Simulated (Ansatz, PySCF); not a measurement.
Breaking the Se1–H2 bond in hydrogen selenide (SMILES [SeH2]) (multiplicity 1 held, fragments rigid). Energies count from the point at 1.470 Å.
Geometry at that point (charge 0, multiplicity 1):
```xyz
3

Se     0.0001     0.0571     0.0025
H     -1.0525    -0.9689    -0.0382
H      1.0502    -0.9711    -0.0464
```

R- and RO- levels are restricted; in cc, def2 and unpolarised 6-31G sets they are followed outwards from rest. Unrestricted levels (U-) break spin symmetry where that is lower. Active spaces are followed from a long bond inwards. Curves can end on different states.

Correlated levels freeze the cores. Filled d and f shells under p-block atoms count as core. Rows in 3-21G carry no dispersion term and start afresh at each structure; the Pople sets are all-electron and without relativity.

The values were computed with Ansatz (a first-principles code) with Gaussian orbitals; PySCF for 3-21G rows. 

```tsv
level	energy at R = 4.705 Å (kJ/mol)
R-HF/3-21G	755.3
U-HF/cc-pVTZ	246.6
R-r2SCAN/cc-pVTZ	526.4
U-r2SCAN/cc-pVTZ	351.6
U-B3LYP/cc-pVTZ	351.1
R-MP2/cc-pVTZ	___
U-MP2/cc-pVTZ	341.1
SC-NEVPT2 on CASSCF(4,3)/cc-pVTZ	___
FIC-MRCISD+Q on CASSCF(4,3)/cc-pVTZ	346.8
```

**Question.** Some entries are withheld; supply them.

**Answer.** 
- R-MP2/cc-pVTZ, energy at R = 4.705 Å (kJ/mol): 427.7
- SC-NEVPT2 on CASSCF(4,3)/cc-pVTZ, energy at R = 4.705 Å (kJ/mol): 334.0

Doubts at one or more of the structures used: a restricted determinant that unrestricted orbitals would lower (R-HF/3-21G, R-r2SCAN/cc-pVTZ, R-MP2/cc-pVTZ); a spin-contaminated determinant (U-HF/cc-pVTZ, U-r2SCAN/cc-pVTZ, U-B3LYP/cc-pVTZ, U-MP2/cc-pVTZ); active orbitals that take no part (SC-NEVPT2 on CASSCF(4,3)/cc-pVTZ, FIC-MRCISD+Q on CASSCF(4,3)/cc-pVTZ).
